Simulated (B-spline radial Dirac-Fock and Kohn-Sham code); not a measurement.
## Sm³⁺: eigenvalues, ΔSCF and the reference

System: Sm³⁺, configuration [Xe] 4f3 6s2 (an excited configuration).

The density-functional columns are spherical, spin-unpolarised Dirac-Kohn-Sham results without Breit or QED terms: −ε is minus the orbital energy of the initial state and ΔSCF the difference of two total energies. The reference in the last column comes from Dirac-Fock ΔSCF + Breit + QED. All numbers are from a radial B-spline solver, in eV; a selection of levels is shown. The Kohn-Sham columns are given as differences from the reference. For the 1s level of heavy atoms much of the gap between ΔSCF and the reference is the Breit and QED part, -194.3 eV here; for other levels the error of the functional can be larger.

| level | LDA −ε − DF | LDA ΔSCF − DF | Dirac-Fock |
| --- | --- | --- | --- |
| K | -261.3 | +180.8 | 46896.3 |
| L1 | -142.8 | -60.2 | 7808.8 |
| L2 | -106.0 | -2.4 | 7378.3 |
| L3 | -112.5 | -18.4 | 6782.9 |
| M1 | -73.3 | -45.4 | 1799.5 |
| M2 | -58.7 | -29.4 | 1615.1 |
| M3 | -57.8 | -30.1 | 1492.4 |
| M4 | -37.7 | -5.9 | 1176.2 |
| M5 | -38.3 | -7.1 | 1150.4 |
| N1 | -35.7 | -22.3 | 423.3 |
| N2 | -28.2 | -15.0 | 350.4 |
| N3 | -28.2 | -15.4 | 322.9 |
| N4 | -14.4 | -2.1 | 201.0 |
| N5 | -14.4 | -2.3 | 196.0 |
| N6,7 | -8.2 | +2.7 | 62.18 |
| O1 | -10.9 | -3.4 | 96.00 |
| O2 | -5.8 | +1.2 | 71.18 |
| O3 | -5.7 | +1.0 | 66.44 |
| P1 | -1.4 | +2.3 | 28.17 |

Values without a named source are computed, but for edge energies of neutral atoms, which are taken from tables.
